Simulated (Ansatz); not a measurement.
Born–Oppenheimer molecular dynamics of AlCl$_{2}$FH$_{2}$ (6 atoms, charge 0, multiplicity 1). It starts at the highest image of a converged band, a first-order saddle point between two minima.

These are results of RKS PBE-D4/cc-pVDZ (Ansatz), not measurements.

```
ensemble                      : NVE (velocity Verlet)
time step                     : 0.5 fs
steps asked                   : 200
starting velocities drawn for : 300 K
seed                          : 6568
```

First frame:

```xyz
6
Properties=species:S:1:pos:R:3
Al 0.013 -0.171 -0.016
H 0.019 0.091 1.649
Cl 1.853 0.178 -1.013
Cl -1.848 0.113 -0.993
F 0.050 -1.943 0.852
H 0.040 -1.167 1.592
```

Q: How far do the bonds stretch over the last three quarters of this one trajectory? (Pairs bonded in most of those frames.)

A: 
```json
{"bond": "Al1–Cl3", "mean (Å)": "2.129", "spread (Å)": "0.064", "shortest": "2.03", "longest": "2.23"}
{"bond": "Al1–Cl4", "mean (Å)": "2.132", "spread (Å)": "0.040", "shortest": "2.06", "longest": "2.19"}
{"bond": "Al1–F5", "mean (Å)": "1.707", "spread (Å)": "0.070", "shortest": "1.60", "longest": "1.81"}
{"bond": "H2–H6", "mean (Å)": "0.774", "spread (Å)": "0.028", "shortest": "0.73", "longest": "0.82"}
```

Mean temperature of the second half: 1351 K. The conserved energy stayed within 0.12 meV per atom of its start (net change 0.092 meV per atom), so the integration is sound. The kinetic energy rose, since the run started high on the potential surface and went downhill. It ends in pieces (AlCl2F + H2), so much of that is their flight and rotation, not heat. A run of 0.1 ps of so small a system gives no equilibrium averages. The orbitals stay closed-shell, which can raise the energy where a bond breaks towards radicals; this wasn't checked here.

The run took 3.7 min on 1 thread of Intel(R) Xeon(R) 6975P-C (Granite Rapids), on a shared host, peak memory 0.14 GiB.
